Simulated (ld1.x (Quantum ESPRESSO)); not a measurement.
**How hard is this aluminium TM potential?**

* Element: Al (Z = 13)
* Generator: ld1.x (Quantum ESPRESSO) 7.5
* Type: norm-conserving Troullier–Martins (Kleinman–Bylander form)
* Functional: PBE
* Relativity: scalar-relativistic
* Frozen core: [Ne]
* Valence charge: 3
* Reference configuration: 3s2 3p1
* Partial waves: 3p (bound): rc 1.70 bohr; 3s (bound): rc 1.55 bohr
* Local potential: the s channel
* Core correction: a·sin(br)/r model core inside 1.10 bohr

The pseudo-atom Hamiltonian at the reference potential is diagonalised in spherical Bessel functions j_l(qr) that vanish at 20 bohr, with q² up to the cutoff. All-electron valence levels (Ry): 3p -0.1993, 3s -0.5698.

Question: How do the lowest levels (Ry) of each channel move with the cutoff, and are there ghosts?

Answer:

```json
{"cutoff (Ry)": "8", "p #1": "-0.1940", "s #1": "-0.5587", "s #2": "-0.0222", "d #1": "0.0461", "f #1": "0.1021", "f #2": "0.2242", "Σ f·Δε (mRy)": "27.6"}
{"cutoff (Ry)": "10", "p #1": "-0.1941", "s #1": "-0.5610", "s #2": "-0.0225", "d #1": "0.0461", "f #1": "0.1021", "f #2": "0.2242", "Σ f·Δε (mRy)": "22.8"}
{"cutoff (Ry)": "15", "p #1": "-0.1943", "s #1": "-0.5615", "s #2": "-0.0225", "d #1": "0.0461", "f #1": "0.1021", "f #2": "0.2242", "Σ f·Δε (mRy)": "21.7"}
{"cutoff (Ry)": "18", "p #1": "-0.1946", "s #1": "-0.5635", "s #2": "-0.0227", "d #1": "0.0461", "f #1": "0.1021", "f #2": "0.2242", "Σ f·Δε (mRy)": "17.4"}
{"cutoff (Ry)": "25", "p #1": "-0.1971", "s #1": "-0.5671", "s #2": "-0.0230", "d #1": "0.0461", "f #1": "0.1021", "f #2": "0.2242", "Σ f·Δε (mRy)": "7.7"}
{"cutoff (Ry)": "30", "p #1": "-0.1984", "s #1": "-0.5686", "s #2": "-0.0232", "d #1": "0.0461", "f #1": "0.1021", "f #2": "0.2242", "Σ f·Δε (mRy)": "3.3"}
{"cutoff (Ry)": "35", "p #1": "-0.1991", "s #1": "-0.5690", "s #2": "-0.0232", "d #1": "0.0461", "f #1": "0.1021", "f #2": "0.2242", "Σ f·Δε (mRy)": "1.8"}
{"cutoff (Ry)": "45", "p #1": "-0.1992", "s #1": "-0.5691", "s #2": "-0.0232", "d #1": "0.0460", "f #1": "0.1021", "f #2": "0.2242", "Σ f·Δε (mRy)": "1.5"}
{"cutoff (Ry)": "50", "p #1": "-0.1992", "s #1": "-0.5693", "s #2": "-0.0232", "d #1": "0.0460", "f #1": "0.1021", "f #2": "0.2242", "Σ f·Δε (mRy)": "1.1"}
{"cutoff (Ry)": "60", "p #1": "-0.1993", "s #1": "-0.5696", "s #2": "-0.0232", "d #1": "0.0460", "f #1": "0.1021", "f #2": "0.2242", "Σ f·Δε (mRy)": "0.4"}
{"cutoff (Ry)": "70", "p #1": "-0.1993", "s #1": "-0.5697", "s #2": "-0.0232", "d #1": "0.0460", "f #1": "0.1021", "f #2": "0.2242", "Σ f·Δε (mRy)": "0.2"}
{"cutoff (Ry)": "400", "p #1": "-0.1993", "s #1": "-0.5698", "s #2": "-0.0233", "d #1": "0.0460", "f #1": "0.1021", "f #2": "0.2242", "Σ f·Δε (mRy)": "0.0"}
```

Result: no extra level below or beside the all-electron valence levels (p, s, d, f tested); 10 mRy is reached at 25 Ry and 1 mRy at 55 Ry.
